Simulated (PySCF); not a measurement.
C2H6N, SMILES C[CH]N, multiplicity 2. Geometry optimised at PBE-D3(BJ)/def2-TZVP. The isomer is the one that the SMILES or the coordinates give; other isomers of the formula were not compared. One conformer was computed; it need not be the lowest.

Task: Give the equilibrium geometry at PBE-D3(BJ)/def2-TZVP (PySCF confirms it by a frequency run) as Cartesian coordinates in Å. (The exact figures need the calculation; the answer reports its results.)

Result: This is not unique; one that fits is 
```xyz
9

C     -1.2397     0.2167     0.0722
C      0.0472    -0.5266     0.0920
N      1.2187     0.1944    -0.1769
H     -2.0710    -0.4346     0.3738
H     -1.2235     1.0750     0.7684
H     -1.4894     0.6313    -0.9285
H      0.0736    -1.5728    -0.2178
H      1.2523     1.1154     0.2602
H      2.0820    -0.3160    -0.0028
```
Charge 0, spin multiplicity 2.
